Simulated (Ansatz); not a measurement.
CH3ClO2Si can be A, `O[Si]1(Cl)CO1`, or B, `O=C[SiH](O)Cl`.

Calculated with Ansatz (gas phase, PBE0-D4/def2-TZVP geometries, no zero-point term in ΔE). CBS: MP2 limit from def2 TZ/QZ plus the TZ coupled-cluster correction, frozen cores. DFT in def2-TZVPP. One conformer a species, not always the lowest.

A:

Z-matrix (Å, degrees):
```
Si
Cl 1 2.016
C 1 1.788 2 122.4
O 1 1.620 2 106.0 3 159.3
O 1 1.631 2 119.1 3 -61.9
H 3 1.087 1 122.5 2 -6.6
H 3 1.088 1 123.2 2 159.5
H 4 0.960 1 116.6 2 168.4
```

B:

```xyz
8

O    -0.900    1.657    0.468
C    -1.114    0.477    0.321
Si    0.392   -0.648   -0.079
O     1.687    0.323    0.045
Cl    0.071   -1.338   -1.982
H    -2.156    0.092    0.381
H     0.551   -1.826    0.796
H     1.469    1.263    0.049
```

**Question.** Which isomer does CCSD(T)/CBS put lower? Give the gap. (Best estimate.)

**Answer.** Computed: A, by 8.4 kcal/mol.

**Question.** Give E(B) − E(A) in kcal/mol with PBE0-D4, PBE-D4, CCSD(T)/def2-TZVPP, HF/def2-TZVPP, ωB97M-V, LDA (SPW92), CCSD/def2-TZVPP. (An estimate is asked.)

**Answer.** Computed: PBE0-D4 9.0, PBE-D4 7.7, CCSD(T)/def2-TZVPP 7.7, HF/def2-TZVPP 2.0, ωB97M-V 8.4, LDA (SPW92) 12.4, CCSD/def2-TZVPP 7.5. None reverses the order clearly.

**Question.** Does the order hold for the free energy at 298.15 K (harmonic terms from PBE0-D4)? (Estimate.)

**Answer.** The calculation gave: Yes: G(B) − G(A) = +5.3 kcal/mol, for one conformer each.

Largest T1 diagnostic: 0.014.

At CCSD(T), def2-SVP lies −10.3 kcal/mol from the extrapolated value and def2-TZVPP −0.7 kcal/mol. In def2-TZVPP, CCSD(T) changes the Hartree–Fock value by +5.7 kcal/mol (the triples alone add +0.2 kcal/mol) and MP2 by +8.3 kcal/mol.
